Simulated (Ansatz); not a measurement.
Ansatz (a first-principles code) input file for 2-methylideneimidazole (C₄H₄N₂), SMILES N1C(=C)N=CC=1, PBE/def2-SVPD. Geometry: B3LYP-D3(BJ)/def2-SVP.

Ansatz 0.2 input:
```yaml
crystal:
  periodic: [false, false, false]
  atoms:
    - {symbol: C, position_ang: [0.00000000, -0.00000000, 2.03330480]}
    - {symbol: C, position_ang: [0.00000000, -0.00000000, 0.68725069]}
    - {symbol: N, position_ang: [0.00000000, -1.17645182, -0.09488707]}
    - {symbol: C, position_ang: [0.00000000, -0.73935121, -1.31488482]}
    - {symbol: C, position_ang: [0.00000000, 0.73935121, -1.31488482]}
    - {symbol: N, position_ang: [0.00000000, 1.17645182, -0.09488707]}
    - {symbol: H, position_ang: [0.00000000, 0.94557140, 2.57728137]}
    - {symbol: H, position_ang: [0.00000000, -0.94557139, 2.57728137]}
    - {symbol: H, position_ang: [0.00000000, -1.40140675, -2.18542943]}
    - {symbol: H, position_ang: [0.00000000, 1.40140675, -2.18542943]}
basis:
  gaussian:
    orbitals: def2-SVPD
hamiltonian:
  xc: {name: PBE}
```

It prints:

```
WARN ansatz: RAYON_NUM_THREADS=1 ignored (pool sized by the plan → 1); use --threads N
Functional definition: PBE
integrals: 0.07 GiB planned
1282 factors; their error is unknown
mean field: 0.57 GiB planned
mean field evaluation 1: about -7170.5043 eV, gradient 5.5e1 eV
mean field evaluation 2: about -7159.5931 eV, gradient 8.4e1 eV
mean field evaluation 4: about -7177.9709 eV, gradient 8.4e0 eV
mean field evaluation 8: about -7178.1663 eV, gradient 8.6e-2 eV
mean field evaluation 16: about -7178.0724 eV, gradient 1.4e-4 eV
mean field -7178.07243580 eV, -263.7892965435 hartree, gradient 1.1e-5 eV, S^2 0.000000; 0 other end points of the search recorded, 0 dependent functions left out
reference -7178.07247858 eV, -263.7892981155 hartree; 21, 21 occupied and 131, 131 virtual orbitals, 1282 factors
Total energy: -7178.07247858 eV, -263.7892981155 hartree
```

Self-consistency was reached.
